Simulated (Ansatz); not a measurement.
`[SiH3][SiH2][NH][GeH3]` + H₂ → `[SiH3][NH][GeH3]` + SiH₄  (hydrogenolysis of the Si–Si bond)

Isolated molecules relaxed with PBE0-D4/def2-TZVP in Ansatz; ΔE leaves out vibrations. CBS: MP2 limit from def2 TZ/QZ plus the TZ coupled-cluster correction, frozen cores. This one scheme is used for every species. DFT in def2-TZVPP. B3LYP here is the variant with VWN-RPA as its local correlation; programs differ in this. For Ge outer-core shells are correlated without core-valence functions, which leaves a few kJ/mol of doubt a bond. Scalar relativity is left out up to krypton. Each species was taken in one conformer, which may not be the lowest.

`[SiH3][SiH2][NH][GeH3]`:

Z-matrix (Å, degrees):
```
Si
Si 1 2.343
H 1 1.488 2 111.1
H 1 1.489 2 111.0 3 -121.1
H 1 1.491 2 109.7 3 119.4
N 2 1.723 1 110.1 3 -65.7
H 2 1.489 1 110.6 3 52.5
H 2 1.496 1 108.2 3 168.9
Ge 6 1.841 2 126.9 1 150.4
H 6 1.009 2 116.9 1 -46.4
H 9 1.538 6 108.1 2 -152.1
H 9 1.534 6 106.6 2 -32.2
H 9 1.543 6 111.8 2 87.8
```

H₂:

```xyz
2

H     0.011    0.371    0.042
H    -0.011   -0.371   -0.042
```

`[SiH3][NH][GeH3]`:

Z-matrix (Å, degrees):
```
Si
N 1 1.718
H 1 1.489 2 110.3
H 1 1.486 2 107.3 3 119.9
H 1 1.492 2 114.2 3 -120.6
Ge 2 1.839 1 127.5 3 -145.3
H 2 1.009 1 117.0 3 48.6
H 6 1.538 2 108.4 1 146.5
H 6 1.534 2 106.7 1 26.5
H 6 1.543 2 111.7 1 -93.5
```

SiH₄:

```xyz
5

Si    0.000    0.000    0.000
H    -0.644   -0.892    0.996
H     0.571    1.183    0.692
H    -1.011    0.447   -0.991
H     1.084   -0.737   -0.697
```

**Question.** Is it downhill or uphill in electronic energy at CCSD(T)/CBS, and by how much? (An estimate is asked.)

**Answer.** The calculation gave: Downhill: ΔE = -0.23 eV.

**Question.** What do these levels give: revPBE-D4, BLYP-D4, r2SCAN-D4, B3LYP-D4, ωB97M-V, CAM-B3LYP, LC-ωPBE, MP2/def2-SVP, CCSD/def2-SVP, CCSD(T)/def2-SVP, CCSD(T)/def2-TZVPP, SCS-MP2/def2-QZVPP? (Best estimate.)

**Answer.** The calculation gave: revPBE-D4 -0.05, BLYP-D4 -0.17, r2SCAN-D4 -0.16, B3LYP-D4 -0.23, ωB97M-V -0.28, CAM-B3LYP -0.37, LC-ωPBE -0.26, MP2/def2-SVP -0.37, CCSD/def2-SVP -0.42, CCSD(T)/def2-SVP -0.38, CCSD(T)/def2-TZVPP -0.27, SCS-MP2/def2-QZVPP -0.32 eV.

Largest T1 diagnostic among the species: 0.012.

From PBE to PBE0 (25 % exact exchange), in def2-TZVPP and without D4, ΔE moves by −0.06 eV. At CCSD(T), def2-SVP lies −0.15 eV from the extrapolated value and def2-TZVPP −0.04 eV.
